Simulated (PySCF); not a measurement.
## Excitation energy of Tm by level of theory

Tm [Xe] 4f13 6s2 (2F) → Tm [Xe] 4f14 6s1 (2S), as a difference of total energies. Computed with PySCF 2.14 in cc-pVDZ-X2C (8s7p5d3f1g, 84 functions), with the spin-free X2C one-electron Hamiltonian (Gaussian nucleus). Correlated levels: valence: [Kr] 4d10 frozen; valence and next inner shell: [Ar] 3d10 frozen. The calculations carry no spin-orbit coupling.

```csv
method,excitation energy (cm⁻¹)
UHF,76433
LDA,29241
PBE,31531
PBE0,42865
MP2 (valence),24292
MP2 (valence and next inner shell),20219
SCS-MP2 (valence and next inner shell),30809
```

Estimate what r2SCAN gives.

37441 cm⁻¹, closest to PBE0 among the rows shown.

Estimate what SCS-MP2 (valence) gives.

33825 cm⁻¹, closest to PBE among the rows shown.

A first-order spin-orbit estimate (lowest level to lowest level, LS coupling) adds 0.520 eV.

In the upper state the promoted electron has a positive orbital energy at LDA, PBE, PBE0, r2SCAN, so the basis confines it.
